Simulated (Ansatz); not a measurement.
`CO[SiH2]P` → `[SiH3]P` + `C=O`  (β-hydride elimination)

Isolated molecules relaxed with PBE0-D4/def2-TZVP in Ansatz; ΔE leaves out vibrations. CCSD(T)/CBS adds triple-zeta CCSD(T) − MP2 to the extrapolated MP2 energy (def2 sets, frozen cores). This one scheme is used for every species. DFT in def2-TZVPP. B3LYP here is the variant with VWN-RPA as its local correlation; programs differ in this. One conformer a species, not always the lowest.

```json
{"level": "PBE-D4", "ΔE (kcal/mol)": "44.5", "difference from CCSD(T)/CBS": "-2.3"}
{"level": "r2SCAN-D4", "ΔE (kcal/mol)": "47.7", "difference from CCSD(T)/CBS": "0.9"}
{"level": "PBE0-D4", "ΔE (kcal/mol)": "47.9", "difference from CCSD(T)/CBS": "1.1"}
{"level": "B3LYP-D4", "ΔE (kcal/mol)": "45.0", "difference from CCSD(T)/CBS": "-1.8"}
{"level": "ωB97X-V", "ΔE (kcal/mol)": "47.0", "difference from CCSD(T)/CBS": "0.2"}
{"level": "ωB97M-V", "ΔE (kcal/mol)": "46.7", "difference from CCSD(T)/CBS": "-0.1"}
{"level": "B2PLYP", "ΔE (kcal/mol)": "44.0", "difference from CCSD(T)/CBS": "-2.8"}
{"level": "PBE", "ΔE (kcal/mol)": "42.5", "difference from CCSD(T)/CBS": "-4.3"}
{"level": "r2SCAN", "ΔE (kcal/mol)": "47.1", "difference from CCSD(T)/CBS": "0.3"}
{"level": "PBE0", "ΔE (kcal/mol)": "46.1", "difference from CCSD(T)/CBS": "-0.7"}
{"level": "B3LYP", "ΔE (kcal/mol)": "41.8", "difference from CCSD(T)/CBS": "-5.0"}
{"level": "HF/def2-TZVPP", "ΔE (kcal/mol)": "41.7", "difference from CCSD(T)/CBS": "-5.1"}
{"level": "MP2/def2-TZVPP", "ΔE (kcal/mol)": "47.5", "difference from CCSD(T)/CBS": "0.7"}
{"level": "SCS-MP2/def2-TZVPP", "ΔE (kcal/mol)": "44.7", "difference from CCSD(T)/CBS": "-2.1"}
{"level": "CCSD/def2-TZVPP", "ΔE (kcal/mol)": "45.0", "difference from CCSD(T)/CBS": "-1.8"}
{"level": "CCSD(T)/def2-TZVPP", "ΔE (kcal/mol)": "44.8", "difference from CCSD(T)/CBS": "-2.0"}
{"level": "HF/def2-QZVPP", "ΔE (kcal/mol)": "41.9", "difference from CCSD(T)/CBS": "-4.9"}
{"level": "MP2/def2-QZVPP", "ΔE (kcal/mol)": "48.7", "difference from CCSD(T)/CBS": "1.9"}
{"level": "SCS-MP2/def2-QZVPP", "ΔE (kcal/mol)": "45.8", "difference from CCSD(T)/CBS": "-1.0"}
{"level": "HF/CBS(def2)", "ΔE (kcal/mol)": "41.9", "difference from CCSD(T)/CBS": "-4.9"}
{"level": "MP2/CBS(def2)", "ΔE (kcal/mol)": "49.4", "difference from CCSD(T)/CBS": "2.6"}
{"level": "CCSD/CBS(def2)", "ΔE (kcal/mol)": "47.0", "difference from CCSD(T)/CBS": "0.2"}
{"level": "CCSD(T)/CBS", "ΔE (kcal/mol)": "46.8", "difference from CCSD(T)/CBS": "0"}
```

Largest T1 diagnostic among the species: 0.015.

From PBE to PBE0 (25 % exact exchange), in def2-TZVPP and without D4, ΔE moves by +3.6 kcal/mol. In def2-TZVPP, CCSD(T) changes the Hartree–Fock value by +3.2 kcal/mol (the triples alone add −0.2 kcal/mol) and MP2 by +5.8 kcal/mol.
